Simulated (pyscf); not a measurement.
H₃C–CH₂–Mg–OH (SMILES C[CH2][Mg][OH]), singlet

Gas-phase minimum from PySCF at ωB97X-D3(BJ)/def2-SVP, one conformer. 

SMILES: C[CH2][Mg][OH]
```xyz
10

C     -1.7325     0.1169    -1.8701
C     -1.0586     1.3062    -1.1631
Mg     1.0350     1.2986    -1.1740
O      2.8081     1.2980    -1.1800
H     -2.8360     0.1728    -1.8387
H     -1.4509     0.0539    -2.9357
H     -1.4533    -0.8487    -1.4136
H     -1.4060     1.3546    -0.1136
H     -1.4105     2.2516    -1.6179
H      3.7601     1.2857    -1.1899
```

Bond lengths (Å): C1–C2 1.539, C1–H5 1.105, C1–H6 1.104, C1–H7 1.104, C2–Mg3 2.094, C2–H8 1.107, C2–H9 1.107, Mg3–O4 1.773, O4–H10 0.952. Angles (°): C2–C1–H5 112.6, C2–C1–H6 112.1, C2–C1–H7 112.0, H5–C1–H6 106.6, H5–C1–H7 106.6, H6–C1–H7 106.5, C1–C2–Mg3 115.6, C1–C2–H8 109.4, C1–C2–H9 109.4, Mg3–C2–H8 108.6, Mg3–C2–H9 108.6, H8–C2–H9 104.6, C2–Mg3–O4 179.8, Mg3–O4–H10 179.2.

Properties at ωB97X-D3(BJ)/def2-SVP:

```yaml
harmonic_wavenumbers_unscaled: 94, 122, 187, 189, 233, 237, 469, 556, 828, 918, 954, 1037, 1196, 1253, 1406, 1444, 1482, 1496, 3033, 3044, 3088, 3107, 3123, 4093 cm⁻¹
zero_point_energy: 48.0 kcal/mol
rotational_symmetry_number: 1
Entropy of this conformer at 298 K and 1 atm, rigid rotor and harmonic oscillator, modes under 100 cm⁻¹ raised to 100: 337.8 J/(mol K)
dipole_moment: 0.37 D
```

Single-point totals, which compare only within one level (frozen core for MP2 and CC):

```json
[
 {"level": "ωB97X-D3(BJ)/def2-TZVP", "total energy (hartree)": "-355.30084"},
 {"level": "PBE/def2-TZVP", "total energy (hartree)": "-354.89593"},
 {"level": "r²SCAN/def2-TZVP", "total energy (hartree)": "-355.10053"},
 {"level": "B3LYP-D3(BJ)/def2-TZVP", "total energy (hartree)": "-355.25828"},
 {"level": "PBE0-D3(BJ)/def2-TZVP", "total energy (hartree)": "-354.93311"},
 {"level": "M06-2X/def2-TZVP", "total energy (hartree)": "-355.12285"},
 {"level": "ωB97M-D3(BJ)/def2-TZVP", "total energy (hartree)": "-355.29456"},
 {"level": "HF/def2-TZVPP", "total energy (hartree)": "-353.78909"},
 {"level": "MP2/def2-TZVPP", "total energy (hartree)": "-354.59824"},
 {"level": "CCSD/def2-TZVPP", "total energy (hartree)": "-354.63090"},
 {"level": "CCSD(T)/def2-TZVPP", "total energy (hartree)": "-354.65681"}
]
```

Soft torsions are taken as harmonic, which can shift the entropy by several J/(mol K). The CCSD(T) − MP2 part came from Ansatz, without density fitting, on the same reference. The frozen core leaves the outer d or s,p core shells of the metals and heavy elements correlated in the MP2 and CC values, and def2-TZVPP describes them poorly, so these totals are far from the basis limit.
